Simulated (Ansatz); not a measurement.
`B[NH][GaH2]` + `PP` → `P[PH][GaH2]` + `BN` at 400 K and 1 bar (ligand exchange at a Ga–N bond).

Calculated with Ansatz (gas phase, PBE0-D4/def2-TZVP geometries, no zero-point term in ΔE). CCSD(T)/CBS adds triple-zeta CCSD(T) − MP2 to the extrapolated MP2 energy (def2 sets, frozen cores). This one scheme is used for every species. For Ga outer-core shells are correlated without core-valence functions, which leaves a few kJ/mol of doubt a bond. Scalar relativity is left out up to krypton. Each species was taken in one conformer, which may not be the lowest.

```csv
species,CCSD(T)/CBS energy (Eh),H − E (kJ/mol),S (J/(mol·K))
`B[NH][GaH2]`,-2006.47671,160.2,324.5
`PP`,-684.26248,112.6,293.5
`P[PH][GaH2]`,-2608.80809,138.5,364.2
`BN`,-81.93499,142.5,243.5
```

H − E and S are ideal-gas, rigid-rotor, harmonic terms from PBE0-D4/def2-TZVP, for one conformer and one mirror image of each species. 1 Eh = 2625.50 kJ/mol, R = 8.31446 J/(mol·K).

By hand: ΔE, ΔH, ΔS and ΔG.

ΔE = (-2608.80809) + (-81.93499) − (-2006.47671) − (-684.26248) = -0.00389 Eh = -10.2 kJ/mol. Δ(H − E) = 138.5 + 142.5 − 160.2 − 112.6 = 8.2, so ΔH = -2.0 kJ/mol. ΔS = 364.2 + 243.5 − 324.5 − 293.5 = -10.3 J/(mol·K). ΔG = -2.0 − 400 × (-10.3)/1000 = 2.1 kJ/mol.

By hand: the equilibrium constant, and the temperature at which ΔG would vanish if ΔH and ΔS stayed fixed.

log₁₀ K = −ΔG/(RT ln 10) = -0.3. ΔG = 0 at ΔH/ΔS = 194 K, though so small a ΔH makes that figure unsure.

TΔS isn't small against ΔH here. The sign of ΔG lies within the doubt. A doubt of 5 kJ/mol in ΔE shifts log₁₀ K by 0.7 here. Other conformers and mirror images would add mixing entropy, several J/(mol·K) or more a flexible species. These are equilibria of isolated gas molecules and say nothing of rates. Largest T1 diagnostic: 0.014 (customary marks: 0.02 for closed shells, 0.045 for open ones).
